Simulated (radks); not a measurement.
Results of a calculation; reference values are marked as such.
Bi I, 83 electrons, occupied as [Hg] 6p3. Level of theory: Dirac Kohn-Sham, LDA (Slater exchange, VWN5 correlation), spin-unpolarised, spherical densities, finite nucleus; open shells fill j = l - 1/2 first; Fermi nuclear charge, rms radius 5.5211 fm (a radial shooting solver on a logarithmic mesh with Libxc functionals). Some entries of the table are withheld. Estimate them.

orbital  occ.  eigenvalue (eV)  <1/r> (bohr^-1)
1s1/2       2        -90380.16              (1)
2s1/2       2        -16226.61            25.55
2p1/2       2        -15602.95            25.53
2p3/2       4        -13286.01            20.24
3s1/2       2        -3915.420            9.366
3p1/2       2        -3631.028            9.285
3p3/2       4        -3112.384            7.899
3d3/2       4        -2641.542            7.802
3d5/2       6        -2531.477            7.496
4s1/2       2        -897.0720            3.986
4p1/2       2              (2)            3.880
4p3/2       4              (3)            3.397
4d3/2       4        -442.1372              (4)
4d5/2       6        -418.2251              (5)
5s1/2       2        -156.5257            1.673
4f5/2       6        -154.6243            2.766
4f7/2       8        -149.1293            2.725
5p1/2       2        -113.3111              (6)
5p3/2       4         -88.4201              (7)
5d3/2       4         -28.1144            1.088
5d5/2       6         -25.1027            1.046
6s1/2       2         -14.1077           0.5913
6p1/2       2          -5.7903           0.4632
6p3/2       1          -3.8954           0.3928
7s1/2       0          -0.5560           0.1665

Answer. 
(1) 1s1/2 <1/r> (bohr^-1): 103.1
(2) 4p1/2 eigenvalue (eV): -773.0882
(3) 4p3/2 eigenvalue (eV): -645.0161
(4) 4d3/2 <1/r> (bohr^-1): 3.204
(5) 4d5/2 <1/r> (bohr^-1): 3.096
(6) 5p1/2 <1/r> (bohr^-1): 1.552
(7) 5p3/2 <1/r> (bohr^-1): 1.374
